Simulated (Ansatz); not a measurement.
Reaction (cleavage of the Si–B bond): `O[SiH2]BO[SiH3]` + HI → `O[SiH2]I` + `BO[SiH3]`

Gas-phase electronic energies from Ansatz, PBE0-D4/def2-TZVP geometries. CCSD(T)/CBS adds triple-zeta CCSD(T) − MP2 to the extrapolated MP2 energy (def2 sets, frozen cores). Functionals use def2-TZVPP. Elements past krypton have def2 core potentials. For I outer-core shells are correlated without core-valence functions, which leaves a few kJ/mol of doubt a bond. Each species was taken in one conformer, which may not be the lowest.

`O[SiH2]BO[SiH3]`:

Z-matrix (Å, degrees):
```
Si
B 1 2.034
O 1 1.658 2 113.1
H 1 1.487 2 111.8 3 118.5
H 1 1.498 2 108.4 3 -123.4
O 2 1.350 1 118.6 3 -167.6
H 2 1.212 1 123.0 3 13.4
H 3 0.957 1 117.2 2 -48.6
Si 6 1.661 2 132.5 1 -179.2
H 9 1.485 6 109.8 2 0.3
H 9 1.481 6 107.9 2 -120.3
H 9 1.482 6 107.8 2 120.8
```

HI:

Cartesian coordinates in Å:
```
I 0.613 0.161 0.497
H -0.613 -0.161 -0.497
```

`O[SiH2]I`:

Cartesian coordinates in Å:
```
O -0.551 0.288 1.201
Si 0.027 0.236 -0.328
I 1.825 -1.407 -0.549
H -0.867 -0.527 1.596
H -1.008 -0.166 -1.310
H 0.574 1.577 -0.610
```

`BO[SiH3]`:

```xyz
8

B     0.692    1.329    0.445
O    -0.166    0.312    0.650
Si   -0.569   -1.010   -0.266
H     1.338    1.377   -0.570
H     0.786    2.168    1.296
H     0.196   -1.003   -1.538
H    -2.025   -0.948   -0.539
H    -0.252   -2.225    0.521
```

| level | ΔE (kJ/mol) |
| --- | --- |
| PBE0-D4 | -120.7 |
| ωB97X-V | -121.1 |
| PBE | -115.1 |
| SCS-MP2/def2-QZVPP | -134.2 |

(1) What does CCSD(T)/CBS give? (An estimate is asked.)

Largest T1 diagnostic among the species: 0.013.

Answers

(1) The calculation gave: -126.9 kJ/mol. The listed levels differ from it by 6.2, 5.8, 11.8, -7.3 kJ/mol.

From PBE to PBE0 (25 % exact exchange), in def2-TZVPP and without D4, ΔE moves by −5.9 kJ/mol.
